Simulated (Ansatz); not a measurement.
One geometry of the cluster Si4O4, several levels of theory.

```yaml
crystal:
  periodic: [false, false, false]
  atoms:
    - {symbol: Si, position_ang: [1.748181, 0.424308, 1.347486]}
    - {symbol: Si, position_ang: [-1.362922, -1.547893, -0.893675]}
    - {symbol: Si, position_ang: [1.150308, 0.346485, -1.899782]}
    - {symbol: Si, position_ang: [-1.535530, 0.776954, 1.445845]}
    - {symbol: O, position_ang: [0.128512, 0.725708, 1.688487]}
    - {symbol: O, position_ang: [-0.128301, -0.726287, -1.688160]}
    - {symbol: O, position_ang: [1.755191, 0.467457, -0.334444]}
    - {symbol: O, position_ang: [-1.755430, -0.466733, 0.334243]}
basis:
  gaussian: {orbitals: def2-TZVP, initial_orbitals: start.molden}
hamiltonian: {xc: r2scan, dispersion: d4}
scf: {omitted_lower_state_checks: [starts]}
output: {orbitals: {seedname: orbitals}}
```

The file start.molden holds the orbitals of an earlier run on this structure, at another level or in another basis.

```sh
$ ansatz run in.yaml --threads 4 --pin off --events-out ev --progress --plain --max-ram 4787MiB
```

It prints (some lines left out):

```
Functional definition: r2SCAN
1612 factors; their error is unknown
mean field evaluation 1: about -39702.7288 eV, gradient 9.4e0 eV
mean field evaluation 2: about -39702.7987 eV, gradient 1.2e-1 eV
mean field evaluation 4: about -39702.7682 eV, gradient 2.4e-4 eV
mean field -39702.76818711 eV, -1459.0498193736 hartree, gradient 9.1e-6 eV, S^2 0.000000; 0 other end points of the search recorded, 0 dependent functions left out
reference -39702.76819962 eV, -1459.0498198333 hartree; 44, 44 occupied and 228, 228 virtual orbitals, 1612 factors
Total energy: -39702.88286870 eV, -1459.0540338441 hartree
Checks for a lower state left out: starts
```

Run time 7 s (4 threads of Arm Neoverse V2 on a shared host).

As the first input, with `hamiltonian: {xc: {name: BLYP}, dispersion: d4}` (abridged; 3.6 s):

```
Functional definition: BLYP
mean field -39709.55391196 eV, -1459.2991901620 hartree, gradient 1.8e-5 eV, S^2 0.000000
Total energy: -39710.58350510 eV, -1459.3370270120 hartree
Checks for a lower state left out: starts
```

The first input with `hamiltonian: {xc: {name: CAM-B3LYP}, dispersion: d4}`, `output: {forces: true, orbitals: {seedname: orbitals}}` (abridged; 9 s):

```
Functional definition: CAM-B3LYP
mean field -39708.30692368 eV, -1459.2533641882 hartree, gradient 2.4e-5 eV, S^2 0.000000
Total energy: -39708.75302082 eV, -1459.2697579556 hartree
Atom 0 force    -0.917218     0.195600    -0.763465 eV/Å
Atom 1 force     0.479393     1.082596     0.247127 eV/Å
Atom 2 force    -0.382942    -0.540635     1.011758 eV/Å
Atom 3 force     0.821455    -0.736790    -0.495052 eV/Å
Atom 4 force    -0.016460    -0.091071    -0.212822 eV/Å
Atom 5 force     0.015569     0.091213     0.212454 eV/Å
Atom 6 force    -0.224389    -0.060606     0.042436 eV/Å
Atom 7 force     0.224592     0.059693    -0.042437 eV/Å
Dipole moment:    -0.000057    -0.000045    -0.000010 e Å
Checks for a lower state left out: starts
```

The first input with `hamiltonian: {xc: pbe0, dispersion: d4}` (abridged; 7 s):

```
Functional definition: PBE0
mean field -39687.59308282 eV, -1458.4921445770 hartree, gradient 1.4e-5 eV, S^2 0.000000
Total energy: -39688.01659697 eV, -1458.5077084348 hartree
Checks for a lower state left out: starts
```

The first input with `gaussian: {orbitals: def2-SVP, initial_orbitals: start.molden}`, `hamiltonian: {xc: pbe, dispersion: d4}` (abridged; 1.4 s):

```
Functional definition: PBE
mean field -39663.76858349 eV, -1457.6166103754 hartree, gradient 5.0e-5 eV, S^2 0.000000
Total energy: -39664.25453496 eV, -1457.6344687625 hartree
Checks for a lower state left out: starts
```

As the first input, with `gaussian: {orbitals: def2-TZVPD, initial_orbitals: start.molden}`, `hamiltonian: {xc: pbe, dispersion: d4}` (abridged; 6 s):

```
Functional definition: PBE
mean field -39685.46002712 eV, -1458.4137562258 hartree, gradient 2.1e-5 eV, S^2 0.000000
Total energy: -39685.94599180 eV, -1458.4316150983 hartree
Checks for a lower state left out: starts
```

As the first input, with `gaussian: {orbitals: def2-SVP, initial_orbitals: start.molden}`, `hamiltonian: {xc: pbe0, dispersion: d4}` (abridged; 1.9 s):

```
Functional definition: PBE0
mean field -39666.02299691 eV, -1457.6994585404 hartree, gradient 8.1e-6 eV, S^2 0.000000
Total energy: -39666.44650920 eV, -1457.7150223300 hartree
Checks for a lower state left out: starts
```

Geometry: B3LYP-D4/def2-SVP.

The restricted singlet is unstable towards broken spin symmetry in Hartree–Fock (as tested in another run); at r2SCAN-D4/def2-TZVP, BLYP-D4/def2-TZVP, CAM-B3LYP-D4/def2-TZVP, PBE0-D4/def2-TZVP and others this wasn't settled. The structure comes from a short search, and lower isomers may exist.
